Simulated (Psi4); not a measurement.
C$_{2}$H$_{5}$O$_{2}$ (SMILES C[OH+]C=O), charge +1, singlet, at a GFN2-xTB geometry. Base run: Psi4 with HF/6-31G*.

Psi4 was given this input:
```
memory 2 GB

molecule mol {
1 1
C    -1.030430   -0.204726   -0.021120
O    -0.733129   -1.296800   -0.248742
O     0.040622    0.835398    0.073481
H    -1.987636    0.305599    0.104440
C     1.425502    0.376982    0.082886
H     2.054138    1.224220   -0.185970
H     1.702871   -0.019129    1.059730
H     1.521647   -0.404269   -0.671270
H    -0.121393    1.551254    0.724558
}

set {
  basis 6-31g*
  reference rhf
  stability_analysis check
  scf_type pk
}

energy('scf')
print_variables()
```

The bond that is stretched is that between atoms 8 and 5. A test that says stable can miss a lower solution.

The base run was repeated with changes; each row names its change, and settings that it needs were set with it.

```
change                                                     ΔE vs base (eV)  <S^2>
---------------------------------------------------------  ---------------  -----
base                                                                  0.00  0.000
stability_analysis = follow; reference = uhf                          0.00  0.000
bond × 1.25                                                           1.00  0.000
stability_analysis = follow; reference = uhf; bond × 1.25             1.00  0.000
bond × 1.5                                                            2.57  0.000
stability_analysis = follow; reference = uhf; bond × 1.5              2.57  0.000
bond × 1.8                                                            4.36  0.000
stability_analysis = follow; reference = uhf; bond × 1.8              3.71  0.629
bond × 2.2                                                            6.27  0.000
stability_analysis = follow; reference = uhf; bond × 2.2              4.11  0.906
bond × 3.0                                                            8.67  0.000
stability_analysis = follow; reference = uhf; bond × 3.0              4.20  1.000
```

Psi4 reported an instability in these rows: stability_analysis = follow; reference = uhf; bond × 1.8; stability_analysis = follow; reference = uhf; bond × 2.2; stability_analysis = follow; reference = uhf; bond × 3.0 (restricted rows aren't judged here).

Where a bond breaks into two radicals, a solution with restricted orbitals usually stops being the lowest and lies too high; an unrestricted one lies lower at the price of spin contamination, which <S^2> shows.
